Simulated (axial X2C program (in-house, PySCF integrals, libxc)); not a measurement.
# RuP⁻ along the bond: PBE0, without spin–orbit coupling

All values were computed with an in-house relativistic program for diatomic molecules. Spin-free means the one-electron spin-free X2C Hamiltonian. Basis: Ru dyall-acv3z [13s13p9d5f3g], P dyall-av3z [9s8p3d2f] (cores contracted in-house); Gaussian nuclei, density fitting, unrestricted open shells. Masses: Ru 101.904 u, P 30.974 u.

State: M_S = 2, Λ = 2 (beyond evenly filled blocks: σα, π+α, π-α, δ+α, δ+β, δ-α). Dipoles are positive if P is the positive end and refer to the centre of mass.

```csv
R (Å),μ (D),HOMO (eV),LUMO (eV),⟨S²⟩
1.966,-3.751,0.21,1.77,6.021
2.029,-4.106,0.15,1.78,6.028
2.092,-4.444,0.10,1.78,6.036
2.165,-4.811,0.03,1.77,6.048
2.238,-5.139,-0.03,1.77,6.062
2.333,-5.499,-0.12,1.76,6.084
```

The minimum lies at 2.089 Å. What is the dipole moment there?

At PBE0, spin-free, with the sign and origin stated: μ = -4.43 D.

The state is one determinant whose occupation by symmetry is held fixed; it was picked as the lowest of a PBE0 search that is not exhaustive. Other states lie close and PBE0, whose exact exchange favours high spin, may order them wrongly; the determinant shown need not be the ground state. The nearest other spin-free determinant of the search, M_S = 1, Λ = 1, lies 0.19 eV up at the distance of the search. The functionals have no current-density term, which raises determinants with orbital currents, atoms included. The highest occupied level of some functionals is positive through self-interaction error; at Hartree–Fock it is bound. The LUMO of an anion is an unbound level whose energy the basis sets.
